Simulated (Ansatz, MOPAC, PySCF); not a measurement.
Stepwise substitution at one centre (Al I-H). Gas-phase values, no solvent. Strings in code marks are SMILES.

Quantity: vertical ionisation energy (energy after one electron is removed minus that of the parent at the parent's geometry), in eV.

Level 1: ωB97X-D3(BJ)/def2-TZVP // B3LYP-D3(BJ)/def2-TZVP (PySCF)
Level 2: frozen-core MP2/def2-TZVPP // B3LYP-D3(BJ)/def2-TZVP (Ansatz, a first-principles code)
Level 3: minus the HOMO energy of AM1 // B3LYP-D3(BJ)/def2-TZVP (MOPAC)
Level 4: minus the HOMO energy of PBE-D3(BJ)/def2-TZVP // B3LYP-D3(BJ)/def2-TZVP (PySCF)

| species | level 2 | level 3 | level 4 |
|---|---|---|---|
| `[AlH3]` | 11.46 | 11.04 | 7.31 |
| `[AlH2][I]` | 10.06 | 10.26 | 6.55 |
| `[I][AlH][I]` | 10.15 | 10.61 | 6.68 |

Question: What does level 1 give for each?

Answer: 
- `[AlH3]`: 11.51
- `[AlH2][I]`: 10.03
- `[I][AlH][I]`: 10.07
